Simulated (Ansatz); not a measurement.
Consider the cleavage of the Si–P bond: `OP([SiH3])[SiH3]` + `O[SiH2]S` → `[SiH3]O[SiH2]S` + `OP[SiH3]`.

Isolated molecules relaxed with PBE0-D4/def2-TZVP in Ansatz; ΔE leaves out vibrations. CBS: MP2 limit from def2 TZ/QZ plus the TZ coupled-cluster correction, frozen cores. DFT in def2-TZVPP. B3LYP here is the variant with VWN-RPA as its local correlation; programs differ in this. Each species was taken in one conformer, which may not be the lowest.

`OP([SiH3])[SiH3]`:

Cartesian coordinates in Å:
```
O 1.448 0.895 -1.116
P 0.756 0.757 0.407
Si -1.418 1.014 -0.138
Si 0.692 -1.489 0.599
H 2.179 1.517 -1.073
H -1.663 2.437 -0.491
H -2.206 0.663 1.074
H -1.836 0.151 -1.275
H 0.092 -2.157 -0.587
H 2.076 -1.995 0.793
H -0.120 -1.792 1.808
```

`O[SiH2]S`:

```xyz
7

O    -0.283    1.346    0.605
Si   -0.469   -0.033   -0.266
S     1.049   -1.485    0.108
H    -0.162    1.254    1.552
H    -1.717   -0.761    0.075
H    -0.460    0.414   -1.675
H     2.043   -0.735   -0.399
```

`[SiH3]O[SiH2]S`:

Cartesian coordinates in Å:
```
Si 1.154 0.227 1.283
O -0.380 -0.025 0.751
Si -1.195 -0.512 -0.575
S -0.171 -0.047 -2.386
H 1.085 0.452 2.746
H 1.734 1.422 0.620
H 2.005 -0.956 0.996
H -1.319 -1.988 -0.595
H -2.518 0.150 -0.540
H -0.396 1.276 -2.299
```

`OP[SiH3]`:

Cartesian coordinates in Å:
```
O 0.489 -1.653 -0.766
P 0.550 -0.019 -1.084
Si -0.616 0.734 0.700
H 0.409 -2.132 -1.595
H 1.805 0.293 -0.479
H -0.370 2.200 0.777
H -0.201 0.086 1.972
H -2.065 0.490 0.476
```

| level | ΔE (eV) |
| --- | --- |
| r2SCAN-D4 | -0.79 |
| PBE0-D4 | -0.71 |
| ωB97M-V | -0.87 |
| PBE | -0.64 |
| B3LYP | -0.91 |
| HF/def2-TZVPP | -1.19 |
| MP2/def2-QZVPP | -0.91 |
| CCSD/CBS(def2) | -0.93 |

(1) What does CCSD(T)/CBS give? (Estimate.)

Largest T1 diagnostic among the species: 0.014.

## Answers

(1) The calculation gave: -0.87 eV. The listed levels differ from it by 0.08, 0.16, 0.00, 0.23, -0.04, -0.32, -0.04, -0.06 eV.

The D4 term adds +0.03 eV with B3LYP and +0.02 eV with PBE0; it sums over pairs of atoms, weighted by their polarisabilities, and B3LYP, whose exchange is more repulsive, gets the larger term. In def2-TZVPP, CCSD(T) changes the Hartree–Fock value by +0.29 eV (the triples alone add +0.05 eV) and MP2 by +0.28 eV.
